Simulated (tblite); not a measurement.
Compound: C6H10ClO (doublet state).
Cartesian coordinates in Å at the GFN2-xTB level; atoms count from 1:
```
atom  x, y, z in Å
C1     0.676   -0.662   -1.679
C2     0.317   -0.266   -0.316
C3     1.475   -0.466    0.662
Cl4    2.867    0.565    0.242
C5    -0.243    1.180   -0.212
C6    -1.402    1.078    0.797
O7    -1.414   -0.253    1.279
C8    -0.909   -1.057    0.253
H9    -0.012   -0.498   -2.485
H10    1.623   -1.113   -1.895
H11    1.829   -1.497    0.635
H12    1.173   -0.203    1.675
H13    0.535    1.863    0.121
H14   -0.599    1.518   -1.184
H15   -2.359    1.305    0.310
H16   -1.281    1.735    1.660
H17   -1.650   -1.197   -0.547
H18   -0.636   -2.024    0.673
```

Computed values, GFN2-xTB/tblite, gas phase, harmonic and unscaled. The method is semi-empirical: single wavenumbers can be off by several per cent or more. One conformer, not necessarily the lowest. Open shells enter through the occupations alone, without spin polarisation, and single modes of such species can be off by tens of per cent.

Harmonic wavenumbers (cm⁻¹): 48.3, 99.3, 123.4, 162.9, 209.8, 282.3, 330.4, 390.8, 427.5, 494.8, 606.7, 665.3, 746.4, 815.5, 833.2, 894.9, 914.2, 949.9, 966.6, 992.6, 1024.1, 1047.4, 1097.4, 1101.2, 1137.1, 1178.2, 1216.0, 1231.5, 1246.7, 1262.5, 1270.9, 1305.1, 1307.8, 1398.1, 1435.8, 1467.6, 1470.9, 1492.2, 2874.8, 2882.4, 2981.7, 2984.2, 2992.2, 3004.4, 3013.5, 3026.4, 3143.2, 3189.4.

A = 2992, B = 1162, C = 1071 MHz; mass 133.042 u (most abundant isotopes); point group C1, symmetry number 1; spin multiplicity 2.

Q: What is the zero-point energy?

A: Half the sum of the wavenumbers: 31869 cm⁻¹ = 91.12 kcal/mol.

Q: Entropy at 200 K, 1 bar (ideal gas, RRHO, classical rotation)?

A: Translation 38.61, rotation 27.66, vibration 15.43, spin (R ln 2) 1.38: S = 83.1 cal/(mol K).

Q: And Cp and H(200 K) − H(0)?

A: Cp = 25.08 cal/(mol K), of which vibrations give 17.13 (their classical limit is 48 R = 95.4); H(200 K) − H(0) = 3.30 kcal/mol without the zero-point energy, 1.71 from vibrations.

Q: What must be added to the electronic energy to get the Gibbs energy at 200 K and 1 bar?

A: ZPE + [H(200 K) − H(0)] − T·S = 91.12 + 3.30 − 16.62 = 77.80 kcal/mol.

Q: How do the functions run with temperature in this model?

A: 
```tsv
T (K)	S (cal/(mol K))	Cp (cal/(mol K))	H − H(0) (kcal/mol)	G − H(0) (kcal/mol)	ln q(vib)
100	68.9	16.8	1.20	-5.68	1.33
300	95.0	34.6	6.27	-22.23	5.62
500	117.2	52.8	15.11	-43.48	10.05
800	146.1	70.2	33.81	-83.11	16.69
1000	162.6	77.5	48.61	-114.02	20.90
```

q(vib) and H(0) count from the zero-point level.

Q: Which modes carry the vibrational entropy at 200 K?

A: 48.3 cm⁻¹: 4.10; 99.3 cm⁻¹: 2.70; 123.4 cm⁻¹: 2.29; 162.9 cm⁻¹: 1.78; 209.8 cm⁻¹: 1.35; 282.3 cm⁻¹: 0.89 cal/(mol K); the other 42 give 2.33 together.

Q: Blend soft modes into free rotors: weight 1/[1 + (100 cm⁻¹/ν̃)⁴] for the oscillator and the rest for a rotor with moment μB/(μ + B), μ = h/(8π²ν), B = 10⁻⁴⁴ kg m². What vibrational entropy results?

A: 14.49 cal/(mol K) in place of 15.43, which changes −T·S at 200 K by +0.19 kcal/mol.

Hindered rotation and anharmonicity are outside this model. Other conformers, if any are populated, would add a mixing term that is left out. The structure is chiral; the term R ln 2 for an equal mix with its mirror image is left out.
